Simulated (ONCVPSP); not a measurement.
# Plane-wave convergence, ONCV potential for sulfur (S)

ONCVPSP 4.0.1 input, shortened (lines: element, Z, core and valence counts, functional; n l f; lmax; l rc ep ncon nbas qcut; lloc lpopt rc5 dvloc0; l nproj debl; icmod fcfact rcfact), PBE, fully relativistic:

```
  S 16.00    3    2        4      upf
    1    0    2.00
    2    0    2.00
    2    1    6.00
    3    0    2.00
    3    1    4.00
    2
    0    1.45    0.00    5    8    4.60
    1    1.75    0.00    3    7    5.00
    2    1.60    0.44    3    8    6.80
    4    5    1.45    4.00
    0    2    1.00
    1    2    3.30
    2    2    1.70
    4    0.40    0.00
```

Open shells are filled in proportion to 2j + 1.

Problem. For each optimised wave give the share of its norm inside rc, the residual kinetic energy above qcut (Ha) and the cutoffs (Ha) for errors of 10, 1, 0.1 and 0.01 mHa per electron.

Solution.

| wave | norm inside rc | residual KE | 10 mHa | 1 mHa | 0.1 mHa | 0.01 mHa |
| --- | --- | --- | --- | --- | --- | --- |
| 3s | 0.397 | 3.7e-03 | 8.8 | 18.7 | 50.2 | 64.4 |
| s projector 2 | 0.108 | 2.5e-03 | 7.8 | 19.5 | 85.8 | 105.3 |
| 3p j=3/2 | 0.417 | 2.8e-05 | 4.0 | 5.7 | 7.6 | 31.9 |
| p projector 2 j=3/2 | 0.129 | 2.4e-04 | 6.9 | 10.3 | 14.4 | 61.8 |
| 3p j=1/2 | 0.421 | 2.7e-05 | 4.1 | 5.8 | 7.6 | 31.5 |
| p projector 2 j=1/2 | 0.130 | 2.3e-04 | 6.9 | 10.2 | 14.3 | 61.8 |
| d projector 1 j=5/2 | 0.345 | 9.3e-05 | 13.9 | 18.6 | 23.4 | 96.9 |
| d projector 2 j=5/2 | 0.144 | 7.0e-04 | 17.1 | 22.4 | 39.2 | 114.3 |
| d projector 1 j=3/2 | 0.345 | 9.3e-05 | 13.9 | 18.6 | 23.4 | 96.9 |
| d projector 2 j=3/2 | 0.144 | 7.0e-04 | 17.2 | 22.4 | 39.2 | 114.4 |

The occupied waves need 19 Ha and 50 Ha for 1 and 0.1 mHa. Note: no bound ghost flagged; GHOST(+) flagged for s at 30.0 eV. 1 of 4 tests not solved or not reliable.
